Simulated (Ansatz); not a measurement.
Geometry optimisation, RKS B3LYP/6-31G* in Ansatz.

input.yaml

```yaml
crystal:
  periodic: [false, false, false]
  atoms:
    - { symbol: Al, position_ang: [0.0, 0.0, 0.0] }
    - { symbol: F, position_ang: [0.0, 0.0, 1.69] }
    - { symbol: "N", position_ang: [1.6627, 0.0, -0.96] }
    - { symbol: H, position_ang: [2.1293, -0.9179, -1.2118] }
    - { symbol: H, position_ang: [2.1141, 0.9179, -1.2382] }
    - { symbol: O, position_ang: [-1.5415, 0.0, -0.89] }
    - { symbol: H, position_ang: [-2.0512, -0.8467, -0.6815] }
basis:
  gaussian: { orbitals: "6-31G*" }
hamiltonian:
  xc: b3lyp
relax:
  f_tol: 0.02
  max_steps: 40
output:
  orbitals: {}
```

Run as:

```bash
$ ansatz run input.yaml --threads 1 --pin off --max-ram 2048MiB --backend cpu --events-out ev --progress --plain --runs-dir out
```

**Question.** Where does it end, and by what steps?

**Answer.** The forces met the threshold. After 10 steps the energy has fallen by 0.953 eV; H5 moved furthest, 0.98 Å.

```tsv
step	energy less start (eV)	largest force component (eV/Å)	accepted
0	0.0000	2.102	yes
1	-0.3960	1.840	yes
2	-0.4634	2.015	yes
3	-0.6829	0.644	yes
4	-0.7755	0.470	yes
5	-0.8617	0.475	yes
6	-0.9296	0.293	yes
7	-0.9529	0.058	yes
8	-0.9532	0.061	yes
9	-0.9534	0.029	yes
10	-0.9534	0.003	yes
```

```xyz
7
Properties=species:S:1:pos:R:3
Al 0.049 -0.044 -0.092
F -0.084 0.513 1.463
N 1.608 0.012 -0.915
H 1.759 -0.311 -1.862
H 2.465 0.367 -0.512
O -1.312 -0.673 -0.905
H -2.171 -0.710 -0.468
```

Whether the end is a true minimum wasn't checked by a vibrational analysis.

Time of the run: 32 s on 1 thread of Arm Neoverse V1, on a shared host, peak memory 0.16 GiB.
